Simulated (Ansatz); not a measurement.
AlBrH4SeSi. Total charge 0; spin multiplicity 1. The bonds changed during the relaxation, so this is another structure than the one it started from. The structure was optimised at the PBE0-D4/def2-TZVP level. It is one conformer, not always the lowest.

```xyz
8

Al   -0.367   -1.138    1.131
Se   -1.497    0.916    0.524
Si    0.153    1.148   -0.929
Br    1.250   -0.890   -0.934
H    -1.177   -2.451    0.793
H     0.659   -1.020    2.327
H     1.232    2.097   -0.573
H    -0.253    1.337   -2.340
```

(1) What is the dipole moment at B3LYP/def2-TZVPP? (Estimate.)

(2) And with PBE, r2SCAN, ωB97M-V? (Estimate.)

(3) Give the Mulliken charges with B3LYP, PBE, r2SCAN in def2-TZVPP. (Estimate.)

## Answers

(1) Ansatz gave: 2.03 D, with components (1.04, 0.85, -1.53) D in this frame, pointing from negative to positive charge.

(2) The calculation gave: PBE 1.98 D, r2SCAN 2.09 D, ωB97M-V 2.07 D.

(3) Computed: 
```json
{"atom": "Al1", "B3LYP": "0.45", "PBE": "0.37", "r2SCAN": "0.50"}
{"atom": "Se2", "B3LYP": "-0.25", "PBE": "-0.21", "r2SCAN": "-0.27"}
{"atom": "Si3", "B3LYP": "0.31", "PBE": "0.24", "r2SCAN": "0.34"}
{"atom": "Br4", "B3LYP": "-0.14", "PBE": "-0.10", "r2SCAN": "-0.14"}
{"atom": "H5", "B3LYP": "-0.15", "PBE": "-0.13", "r2SCAN": "-0.17"}
{"atom": "H6", "B3LYP": "-0.15", "PBE": "-0.13", "r2SCAN": "-0.17"}
{"atom": "H7", "B3LYP": "-0.03", "PBE": "-0.02", "r2SCAN": "-0.05"}
{"atom": "H8", "B3LYP": "-0.03", "PBE": "-0.03", "r2SCAN": "-0.05"}
```

B3LYP here is the variant with VWN-RPA as its local correlation; programs differ in this.
